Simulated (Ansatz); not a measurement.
Two isomers of C2H10N2Si: A = `CN[SiH2]NC`, B = `CN(C)N[SiH3]`.

Gas-phase electronic energies from Ansatz, PBE0-D4/def2-TZVP geometries. CCSD(T)/CBS adds triple-zeta CCSD(T) − MP2 to the extrapolated MP2 energy (def2 sets, frozen cores). Functionals use def2-TZVPP. B3LYP here is the variant with VWN-RPA as its local correlation; programs differ in this. One conformer a species, not always the lowest.

(1) Which isomer does CCSD(T)/CBS put lower? Give the gap. (An estimate is asked.)

(2) Give E(B) − E(A) in kJ/mol with HF/def2-TZVPP, PBE0-D4, B3LYP, CCSD/def2-TZVPP, MP2/def2-TZVPP, B3LYP-D4, PBE-D4. (Estimate.)

Largest T1 diagnostic: 0.010.

Results:

(1) Ansatz gave: A, by 209.2 kJ/mol.

(2) The calculation gave: HF/def2-TZVPP 218.0, PBE0-D4 201.1, B3LYP 207.1, CCSD/def2-TZVPP 208.8, MP2/def2-TZVPP 213.4, B3LYP-D4 202.7, PBE-D4 193.6. None reverses the order clearly.

From PBE to PBE0 (25 % exact exchange), in def2-TZVPP and without D4, E(B) − E(A) moves by +7.0 kJ/mol. The D4 term adds −4.4 kJ/mol with B3LYP and −2.3 kJ/mol with PBE0; it sums over pairs of atoms, weighted by their polarisabilities, and B3LYP, whose exchange is more repulsive, gets the larger term.
